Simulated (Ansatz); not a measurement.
Species: CHO, net charge 0, doublet state. It need not be the lowest isomer of its formula. SMILES: [OH+]=[C-]
Geometry: optimised at B3LYP-D3(BJ)/def2-TZVP (Ansatz, an electronic-structure program).

Parts of the frozen-core correlation energy in cc-pVDZ (Ansatz, hartree). Frozen orbitals: 2; correlated occupied orbitals by spin: 6 and 5; virtual: 25 and 26. Open shells are spin-unrestricted. Spin-orbit coupling is left out. No relativistic terms.

| term | value |
|---|---|
| reference (HF) | -113.20778 |
| MP2 opposite-spin | -0.20325 |
| MP2 same-spin | -0.07024 |
| CCSD correlation | -0.29403 |
| (T) | -0.00829 |
| CCSDT minus CCSD(T) | -0.00066 |
| CCSDT(Q) minus CCSD(T) | -0.00145 |
| T1 diagnostic | 0.021 |
| largest doubles amplitude | 0.083 |
| <S^2> of the reference | 0.760 |
